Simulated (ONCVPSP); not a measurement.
**PW91 ONCV dataset for zirconium, scalar-relativistic all-electron reference.**

ONCVPSP 4.0.1 input, shortened (lines: element, Z, core and valence counts, functional; n l f; lmax; l rc ep ncon nbas qcut; lloc lpopt rc5 dvloc0; l nproj debl; icmod fcfact rcfact), PW91, scalar-relativistic:

```
  Zr 40.00    8    2  -109134      upf
    1    0    2.00
    2    0    2.00
    2    1    6.00
    3    0    2.00
    3    1    6.00
    3    2   10.00
    4    0    2.00
    4    1    6.00
    4    2    2.00
    5    0    1.00
    2
    0    2.70    0.00    5    8    2.50
    1    2.80    0.42    3    8    3.40
    2    2.05    0.00    4    9    4.00
    4    5    2.05    0.00
    0    2    3.50
    1    2    1.90
    2    2    2.50
    3    2.75    1.40
```

In the p channel the program set the typed energies aside and used 0.050, 1.950 Ha.

Calculated quality:

```json
{
  "Cutoffs needed": "49 Ha and 73 Ha (the cutoffs (Ha) at which the residual kinetic energy of the hardest occupied pseudo-wave falls to 1 and 0.1 mHa per electron)",
  "Ghost test": "no bound ghost flagged; GHOST(+) flagged for s at 40.1 eV, p at 54.6 eV",
  "Largest excitation error": "-80 meV (all-electron minus pseudo) for 4d1 5s0, out of 4 test configurations",
  "rms error of d²Exc/dni dnj": "15.65 mHa without and 8.86 mHa with the model core"
}
```

Generation and tests took about 4.4 s on one core of a shared server CPU.
